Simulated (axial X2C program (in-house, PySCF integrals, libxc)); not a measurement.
What spin–orbit coupling does to CI⁻

Computed with an in-house all-electron X2C program for linear molecules (integrals from PySCF). Spin-free means the one-electron spin-free X2C Hamiltonian; two-component (2c) means X2C with spin–orbit coupling and atomic mean-field two-electron Coulomb and Gaunt terms, so the difference of the two also holds small scalar two-electron terms. Basis: I dyall-acv3z [12s13p9d5f1g], C dyall-av3z [8s7p3d2f] (cores contracted in-house); Gaussian nuclei, density fitting, unrestricted open shells. Masses: I 126.904 u, C 12.000 u.

Spin-free state: M_S = 1, Λ = 0 (beyond evenly filled blocks: π+α, π-α); fragments I- + C.

| level | Re (Å) | ωe (cm⁻¹) | De (eV) | μ (D) |
| --- | --- | --- | --- | --- |
| PBE0 | 2.224 | 402.6 | 1.705 | -4.73 |
| HF | 2.486 | 211.0 | 0.450 | -3.09 |
| MP2 | 2.219 | 416.2 | 1.380 | n/a |
| CCSD | 2.260 | 375.7 | 1.274 | n/a |
| CCSD(T) | 2.255 | 385.8 | 1.382 | n/a |
| PBEsol | 2.198 | 426.2 | 2.185 | -4.99 |

Correlated methods: 12 electrons correlated (number of frozen shells: I 4 s, 3 p, 2 d; C 1 s), 280 virtual spin orbitals or spinors in MP2, 89 natural virtuals in coupled cluster.

Dipoles are positive if C is the positive end and refer to the centre of mass.

Two-component determinant lowest at the distance of the search:

Ω = 1 (⟨Sz⟩ = 1.00, ⟨Lz⟩ = 0.00 at HF); fragments I- + C.

| level | Re (Å) | ωe (cm⁻¹) | De (eV) | μ (D) |
| --- | --- | --- | --- | --- |
| PBE0 | 2.227 | 400.5 | 1.709 | -4.74 |
| HF | 2.487 | 211.3 | 0.452 | -3.11 |
| MP2 | 2.222 | 414.4 | 1.383 | n/a |
| CCSD | 2.263 | 374.7 | 1.275 | n/a |
| CCSD(T) | 2.258 | 384.5 | 1.386 | n/a |
| PBEsol | 2.201 | 423.5 | 2.189 | -5.00 |

(1) From the two tables, how do the constants change at the CCSD(T) level (2c against spin-free)?

One determinant describes the state; a PBE0 search over occupations chose it and may have missed a lower one. Dissociation energies refer to the lowest single-determinant-based atoms at the same level and basis. Density functionals use the spin component along the axis (collinear). CCSD and (T) use frozen natural virtuals with an MP2 correction for the truncation; (T) itself is uncorrected, so its De runs slightly low. The 2c atoms are single determinants rather than J levels; their spin–orbit lowering is only partly caught, and De is too large by that part. This holds for PBE0, MP2, CCSD, CCSD(T), PBEsol. Without a current term, density functionals place determinants with orbital angular momentum somewhat too high. With several unpaired electrons one determinant need not be a pure state. Open-shell Ω = 0 determinants with evenly filled partner blocks cannot be reached by this program, so the Ω shown need not be the lowest component. This is the Ω = 1 component of a π² triplet; the 0⁺ component is not one determinant and can lie lowest. The highest occupied level of some functionals is positive through self-interaction error; at Hartree–Fock it is bound. Hartree–Fock gets electron affinities wrong, so its lowest charge split need not be the true one.

## Answers

(1) At the CCSD(T) level Re goes up by 0.003 Å and ωe falls by 1.3 cm⁻¹; De is not compared, since the atomic limits differ or miss part of their spin–orbit lowering.
